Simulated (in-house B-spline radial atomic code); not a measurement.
Radial electron density of Bi2+, [Xe] 4f14 5d10 6s2 6d1. Level of theory: Dirac-Kohn-Sham LDA VWN5, spherical fractional occupations, Fermi nucleus of rms radius 5.5211 fm, inside a hard spherical wall at 1.34 bohr; calculated with a radial B-spline atomic code at the basis-set limit.

Columns: r (bohr), 4πr²n(r) (electrons per bohr), bar.

```
0.000418    3.652 #
0.000502    4.846 #
0.000603    6.405 ##
0.000725     8.44 ##
 0.00087    11.04 ###
 0.00105    14.48 ####
 0.00126    18.71 #####
 0.00151    23.96 #######
 0.00181    30.43 #########
 0.00218     38.5 ###########
 0.00262    47.96 #############
 0.00314    58.69 ################
 0.00378    70.91 ####################
 0.00454     83.7 #######################
 0.00545    96.37 ###########################
 0.00655    107.9 ##############################
 0.00787    116.8 #################################
 0.00945    121.9 ##################################
  0.0114    122.3 ##################################
  0.0136    118.8 #################################
  0.0164    112.9 ################################
  0.0197    108.6 ##############################
  0.0237    110.1 ###############################
  0.0284    119.6 #################################
  0.0342    135.8 ######################################
   0.041    151.1 ##########################################
  0.0493    157.3 ############################################
  0.0592    149.6 ##########################################
  0.0711    134.3 ######################################
  0.0855    125.9 ###################################
   0.103    133.7 #####################################
   0.123      147 #########################################
   0.148    145.1 #########################################
   0.178    119.3 #################################
   0.214    91.37 ##########################
   0.257    87.19 ########################
   0.309      100 ############################
   0.371    100.2 ############################
   0.446    78.68 ######################
   0.535    55.97 ################
   0.643    46.32 #############
   0.773    44.11 ############
   0.928    40.38 ###########
    1.12    21.81 ######
    1.33  0.06849
```

On this grid the curve has 4 maxima, near 0.0114, 0.0493, 0.123, 0.371 bohr.

The 6d3/2 radial function P(r) = rR(r), positive near the nucleus, with its small component Q(r) (sign convention: Q ≈ (P' + κP/r)/2c):

| r (bohr) | P | Q |
| --- | --- | --- |
| 0.00378 | 0.001391 | 0.003742 |
| 0.00545 | 0.003344 | 0.00711 |
| 0.00787 | 0.008155 | 0.01322 |
| 0.0114 | 0.01997 | 0.02383 |
| 0.0164 | 0.04716 | 0.04038 |
| 0.0237 | 0.1078 | 0.06387 |
| 0.0342 | 0.228 | 0.09017 |
| 0.0493 | 0.4273 | 0.1071 |
| 0.0711 | 0.6631 | 0.09458 |
| 0.103 | 0.7342 | 0.03928 |
| 0.148 | 0.3206 | -0.03252 |
| 0.214 | -0.5774 | -0.0609 |
| 0.309 | -0.9916 | -0.01378 |
| 0.446 | 0.1292 | 0.04018 |
| 0.643 | 1.304 | 0.01327 |
| 0.928 | -0.6059 | -0.0344 |
| 1.33 | -0.08927 | 0.03203 |
